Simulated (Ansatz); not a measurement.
Consider the formal exchange of groups at the Si–N bond: `OC(F)(F)N[SiH3]` + `OC(O)O` → `OC(O)(O)[SiH3]` + `NC(O)(F)F`.

Calculated with Ansatz (gas phase, PBE0-D4/def2-TZVP geometries, no zero-point term in ΔE). CBS: MP2 limit from def2 TZ/QZ plus the TZ coupled-cluster correction, frozen cores. Functionals use def2-TZVPP. Each species was taken in one conformer, which may not be the lowest.

(1) Is it downhill or uphill in electronic energy at CCSD(T)/CBS, and by how much? (Estimate.)

(2) What do these levels give: PBE-D4, ωB97X-V, B2PLYP, SCS-MP2/def2-TZVPP, MP2/def2-QZVPP, SCS-MP2/def2-QZVPP? (Estimate.)

Largest T1 diagnostic among the species: 0.012.

Results:

(1) Ansatz gave: Uphill: ΔE = +19.1 kcal/mol.

(2) The calculation gave: PBE-D4 16.3, ωB97X-V 19.0, B2PLYP 19.7, SCS-MP2/def2-TZVPP 20.6, MP2/def2-QZVPP 20.3, SCS-MP2/def2-QZVPP 20.5 kcal/mol.

In def2-TZVPP, CCSD(T) changes the Hartree–Fock value by −3.7 kcal/mol (the triples alone add −0.7 kcal/mol) and MP2 by −2.7 kcal/mol. From PBE to PBE0 (25 % exact exchange), in def2-TZVPP and without D4, ΔE moves by +1.7 kcal/mol.
